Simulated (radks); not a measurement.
Question: Radial electron density D(r) = 4 pi r^2 rho(r) of an atom or ion with 61 electrons. Calculated with a radial shooting solver on a logarithmic mesh with Libxc functionals: scalar-relativistic Kohn-Sham, SOGGA, spin-polarised, spherical densities, point nucleus.

```
   r/bohr * D(r) (the largest magnitude, 115, reaches the edge; | marks zero)
 0.002081 |      *
 0.002403 |       *
 0.002775 |         *
 0.003179 |           *
 0.003672 |              *
  0.00424 |                *
 0.004897 |                    *
  0.00561 |                       *
 0.006479 |                           *
 0.007483 |                              *
 0.008642 |                                  *
 0.009901 |                                    *
  0.01143 |                                       *
  0.01321 |                                        *
  0.01525 |                                        *
  0.01747 |                                        *
  0.02018 |                                      *
   0.0233 |                                     *
  0.02691 |                                    *
  0.03083 |                                    *
  0.03561 |                                      *
  0.04113 |                                          *
   0.0475 |                                               *
  0.05441 |                                                   *
  0.06284 |                                                      *
  0.07258 |                                                      *
  0.08382 |                                                  *
  0.09603 |                                             *
   0.1109 |                                         *
   0.1281 |                                         *
   0.1479 |                                            *
   0.1695 |                                               *
   0.1957 |                                                *
    0.226 |                                          *
    0.261 |                                 *
   0.2991 |                        *
   0.3454 |                    *
   0.3989 |                    *
   0.4606 |                       *
   0.5278 |                       *
   0.6095 |                    *
   0.7039 |              *
   0.8129 |          *
   0.9314 |       *
    1.076 |     *
    1.242 |     *
    1.435 |   *
    1.644 |  *
    1.898 | *
    2.192 |*
    2.532 *
      2.9 *
     3.35 *
    3.869 *
    4.468 *
    5.119 *
    5.911 *
```

What is the nuclear charge?

Answer: Z = 65. The innermost maximum, from 1s, lies near gamma/Z bohr with gamma = sqrt(1 - (Z/c)^2) = 0.880, here 0.0135 bohr (found: 0.0149), and its height grows with Z. The density is that of the terbium ion Tb4+ in [Xe] 4f5 5d2; the configuration itself is not fixed sharply by these data, and Z only to a few units. D(r) has 4 maxima, at r = 0.0149, 0.0665, 0.184, 0.499 bohr, and minima at 0.0285, 0.121, 0.359 bohr, inside which lie 1.94, 11.14, 29.22 electrons.
